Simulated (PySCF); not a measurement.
GeF4 (singlet). Computed with PySCF, PBE, basis Ge def2-TZVP, F def2-TZVP (no relativity, density fitting).

Harmonic bands of its minimum:

```
ω (cm⁻¹)  IR (km/mol, summed over degenerate members)  degeneracy
     188                                          0.0           2
     254                                          109           3
     681                                          0.0           1
     749                                          308           3
```

Question: The central atom is Ge. Infer the point group and assign the bands.

Answer: Td. The modes span e + 2t2 + a1: 188 e, 254 t2, 681 a1, 749 t2. The computed geometry has Ge–F 1.716 Å (×4); F–Ge–F 109.5° (×6).
